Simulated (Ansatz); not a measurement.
Reaction (formal exchange of groups at the Si–C bond): `FC[SiH2]CS` + `BCC#C` → `BC[SiH2]CF` + `C#CCS`

Computed with Ansatz on PBE0-D4/def2-TZVP structures; ΔE is electronic, products minus reactants. CCSD(T)/CBS is the MP2 limit (def2-TZVPP, def2-QZVPP) plus CCSD(T) − MP2 in def2-TZVPP, frozen cores. DFT in def2-TZVPP. B3LYP here is the variant with VWN-RPA as its local correlation; programs differ in this. Each species was taken in one conformer, which may not be the lowest.

Q: Is it downhill or uphill in electronic energy at CCSD(T)/CBS, and by how much? (Estimate.)

A: Ansatz gave: Downhill: ΔE = -0.12 eV.

Q: What do these levels give: PBE-D4, r2SCAN-D4, B3LYP-D4, ωB97X-V, B2PLYP, PBE, PBE0, HF/def2-TZVPP, SCS-MP2/def2-TZVPP, SCS-MP2/def2-QZVPP, MP2/CBS(def2), CCSD/CBS(def2)? (Estimate.)

A: The calculation gave: PBE-D4 -0.14, r2SCAN-D4 -0.14, B3LYP-D4 -0.11, ωB97X-V -0.10, B2PLYP -0.13, PBE -0.15, PBE0 -0.13, HF/def2-TZVPP -0.08, SCS-MP2/def2-TZVPP -0.14, SCS-MP2/def2-QZVPP -0.13, MP2/CBS(def2) -0.13, CCSD/CBS(def2) -0.11 eV.

Largest T1 diagnostic among the species: 0.012.

In def2-TZVPP, CCSD(T) changes the Hartree–Fock value by −0.05 eV (the triples alone add −0.01 eV) and MP2 by −0.06 eV.
